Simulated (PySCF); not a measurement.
Delta-SCF ions had no search for a lower state. Excitations are Tamm–Dancoff values on a coarser integration grid. The basis has no diffuse functions, so Rydberg states are missing or too high.

Cartesian coordinates (Å):
```xyz
11

C      1.2239    -0.3478     0.6519
C      0.5196     0.7396    -0.0997
C     -0.7473     0.6506    -0.5229
N     -1.6087    -0.4116    -0.2757
H      1.0364    -1.3370     0.2147
H      0.9105    -0.4013     1.7026
H      2.3047    -0.1982     0.6462
H      1.0494     1.6646    -0.2915
H     -1.2087     1.4773    -1.0538
H     -1.1617    -1.2729     0.0040
H     -2.3180    -0.5633    -0.9759
```
Charge 0, spin multiplicity 1.

Task: Predict the total energy, vertical ionisation energy (Delta-SCF), LUMO, dipole moment, HOMO, brightest of the four lowest singlets (TDA), S1 excitation (TDA) and HOMO–LUMO gap from r2SCAN-D4/def2-TZVP in PySCF.

Result: 
total energy: -173.2229 Ha
vertical ionisation energy (Delta-SCF): 7.83 eV
LUMO: 0.47 eV
dipole moment: 1.40 D
HOMO: -4.78 eV
brightest of the four lowest singlets (TDA): 7.06 eV
S1 excitation (TDA): 5.75 eV
HOMO–LUMO gap: 5.25 eV
